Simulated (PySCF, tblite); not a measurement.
C6H11NO2.
Structure used (GFN2-xTB), in Å, numbered top down from 1:
```xyz
20
C6H11NO2 angstrom
C      2.912    0.097    0.156
O      1.644    0.031    0.757
C      0.608   -0.188   -0.170
C     -0.726   -0.118    0.591
C     -0.901    1.279    1.208
C     -0.893    2.303    0.195
N     -0.870    3.120   -0.604
O     -1.842   -0.357   -0.233
C     -2.047   -1.698   -0.601
H      2.968    0.929   -0.556
H      3.152   -0.836   -0.370
H      3.627    0.255    0.960
H      0.617    0.577   -0.960
H      0.727   -1.175   -0.643
H     -0.690   -0.857    1.410
H     -0.075    1.460    1.899
H     -1.852    1.325    1.743
H     -3.028   -1.731   -1.071
H     -2.040   -2.354    0.278
H     -1.296   -2.051   -1.315
```

Level of theory: PBE0/pcSseg-1 in PySCF (dipole) on a GFN2-xTB geometry, gas phase.

Take the most abundant isotopes and a rigid rotor. The values belong to one conformer with, in the numbering `[CH3:1][O:2][CH2:3][C@@H:4]([CH2:5][C:6]#[N:7])[O:8][CH3:9]`, C1–O2–C3–C4 -175°, O2–C3–C4–C5 62°, C3–C4–C5–C6 60°, C3–C4–O8–C9 75°.

Task: Give the principal moments of inertia and the rotational constants in MHz.

Result: Ia = 304.75, Ib = 390.87, Ic = 597.51 u·Å²; 505379 MHz·u·Å²/I gives A = 1658, B = 1293, C = 845.8 MHz.

Task: What kind of rotor is it?

Result: An asymmetric top. Ray's parameter κ = (2B − A − C)/(A − C) = 0.101; −1 is the prolate and +1 the oblate limit.

Task: Is it planar, by Δ = Ic − Ia − Ib?

Result: Not planar: Δ = Ic − Ia − Ib = -98.11 u·Å². For a rigid frame Δ = −2 Σ m c², so Σ m c² = 49.06 u·Å² lies off the ab plane: 14.19 from hydrogen and 34.87 from heavier atoms. The atom farthest from that plane is 1.74 Å away.

Task: Where do the levels up to J = 3 lie, in K?

Result: Above 0(0,0), as E/k:
J = 1: 1(0,1) 0.103, 1(1,1) 0.120, 1(1,0) 0.142
J = 2: 2(0,2) 0.297, 2(1,2) 0.304, 2(1,1) 0.368, 2(2,1) 0.421, 2(2,0) 0.432
J = 3: 3(0,3) 0.572, 3(1,3) 0.574, 3(1,2) 0.698, 3(2,2) 0.729, 3(2,1) 0.773, 3(3,1) 0.876, 3(3,0) 0.880
The levels of one J sum to (2J + 1)J(J + 1)(A + B + C)/3.

Task: Which types of transition are allowed, and where do some lines up to J = 5 fall?

Result: The dipole components are |μa| = 1.22 D, |μb| = 4.25 D, |μc| = 1.53 D. Intensities carry the squares of the components, which stand as 0.08 : 1.00 : 0.13 (a : b : c). Some lines, for components of 0.1 D or more:

```json
{"type": "c", "branch": "Q", "J(Ka,Kc)": "1(1,1) ← 1(0,1)", "MHz": "365", "lower level (cm⁻¹)": "0.071"}
{"type": "b", "branch": "Q", "J(Ka,Kc)": "1(1,0) ← 1(0,1)", "MHz": "813", "lower level (cm⁻¹)": "0.071"}
{"type": "b", "branch": "Q", "J(Ka,Kc)": "2(1,1) ← 2(0,2)", "MHz": "1491", "lower level (cm⁻¹)": "0.206"}
{"type": "b", "branch": "Q", "J(Ka,Kc)": "2(2,1) ← 2(1,2)", "MHz": "2438", "lower level (cm⁻¹)": "0.211"}
{"type": "a", "branch": "Q", "J(Ka,Kc)": "5(2,3) ← 5(2,4)", "MHz": "3499", "lower level (cm⁻¹)": "1.126"}
{"type": "b", "branch": "R", "J(Ka,Kc)": "3(1,3) ← 2(0,2)", "MHz": "5774", "lower level (cm⁻¹)": "0.206"}
{"type": "a", "branch": "R", "J(Ka,Kc)": "5(1,5) ← 4(1,4)", "MHz": "9058", "lower level (cm⁻¹)": "0.644"}
{"type": "b", "branch": "R", "J(Ka,Kc)": "5(1,5) ← 4(0,4)", "MHz": "9068", "lower level (cm⁻¹)": "0.644"}
{"type": "b", "branch": "R", "J(Ka,Kc)": "4(3,1) ← 3(2,2)", "MHz": "12426", "lower level (cm⁻¹)": "0.507"}
{"type": "c", "branch": "R", "J(Ka,Kc)": "4(4,1) ← 3(3,1)", "MHz": "12749", "lower level (cm⁻¹)": "0.609"}
```

Its GFN2-xTB frequencies are all real (lowest 37 cm⁻¹). Constants of a rigid frame at the computed geometry: no zero-point averaging, no centrifugal distortion. A rigid rotor knows nothing of internal rotation, which can split or shift real lines. Quadrupole hyperfine structure (14N) is left out.
